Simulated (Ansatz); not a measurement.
Molecule: C$_{4}$H$_{9}$O$_{2}$ (charge 0, doublet). It need not be the lowest isomer of its formula. SMILES: CO[C](C)OC
Coordinates optimised at B3LYP-D3(BJ)/def2-TZVP (Ansatz, an electronic-structure program):
```xyz
15

C      0.1667    -1.8507    -0.0670
C     -0.1944    -0.4014    -0.0270
O      0.7173     0.4904     0.4955
C      1.0877     0.2828     1.8490
O     -0.7082     0.0376    -1.2053
C     -1.1565     1.3909    -1.2372
H      0.3914    -2.2331     0.9280
H     -0.6665    -2.4209    -0.4739
H      1.0455    -2.0203    -0.7061
H      1.7173    -0.6042     1.9630
H      0.2024     0.1795     2.4829
H      1.6548     1.1599     2.1542
H     -1.8599     1.5798    -0.4217
H     -1.6583     1.5192    -2.1938
H     -0.3208     2.0864    -1.1608
```
Charge 0, spin multiplicity 2.

Property: atomisation energy (electronic, to ground-state atoms), in kcal/mol. Cores are frozen in the correlated levels unless marked. Open shells are spin-unrestricted. Spin-orbit coupling is left out. Non-relativistic unless marked X2C. The coupled-cluster limit lacks core correlation, which all-electron functionals hold. Basis-set limits of correlation are two-point, X^-3; Hartree-Fock from the larger set. The bracket is a focal-point correction in the basis named.

| level | program | atomisation energy (kcal/mol) |
|---|---|---|
| HF/cc-pVQZ | Ansatz | 1003.9 |
| PBE/def2-TZVPD | Ansatz | 1416.3 |

**Question.** What does RI-MP2/CBS(cc-pVTZ,cc-pVQZ)+[CCSD(T)-MP2]/cc-pVTZ (Ansatz) give?

**Answer.** 1384.7 kcal/mol
